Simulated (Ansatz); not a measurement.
Frontier orbitals of `B[N]1[AlH][CH]1O`.

The species carries charge 0 and has multiplicity 1. Geometry: relaxed with PBE0-D4/def2-TZVP. It is one conformer, not always the lowest. Basis def2-TZVPP, the Gaussian-basis code of Ansatz.

Orbital energies of one run (eV). Highest occupied ones, from the top: -9.59, -10.28, -10.93, -11.74, -13.20, -13.91, -14.56, -15.20, -17.45, -17.73, -20.76, -26.88, -31.63, -75.27. Empty: 0.50, 1.43, 2.15, 2.34, 3.47, 4.00.

Q: Which functional gave them?
A. PBE
B. LC-ωPBE
C. BHLYP
D. BLYP

A: B. HOMO energies: LC-ωPBE -9.59, PBE -5.75, BLYP -5.65, BHLYP -8.04 eV.

LC-ωPBE has ω = 0.4 bohr⁻¹.
